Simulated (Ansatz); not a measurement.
The same hydrolysis along the group Si, Ge, Sn.

Isolated molecules relaxed with PBE0-D4/def2-TZVP in Ansatz; ΔE leaves out vibrations. CCSD(T)/CBS is the MP2 limit (def2-TZVPP, def2-QZVPP) plus CCSD(T) − MP2 in def2-TZVPP, frozen cores. This one scheme is used for every species. def2 core potentials past Kr. For Br, Ge, Sn outer-core shells are correlated without core-valence functions, which leaves a few kJ/mol of doubt a bond. Scalar relativity is left out up to krypton. One conformer a species, not always the lowest.

Problem. Order these by ΔE at CCSD(T)/CBS, lowest first. (Estimate.)
A. `[Cl][Ge][Br]` + H₂O → `[OH][Ge][Cl]` + HBr
B. `Cl[Si]Br` + H₂O → `O[Si]Cl` + HBr
C. `[Cl][Sn][Br]` + H₂O → `[OH][Sn][Cl]` + HBr

Solution. B (-3.7 kcal/mol), A (+8.5 kcal/mol), C (+20.0 kcal/mol).

Largest T1 diagnostic: 0.017, for `[OH][Sn][Cl]`.
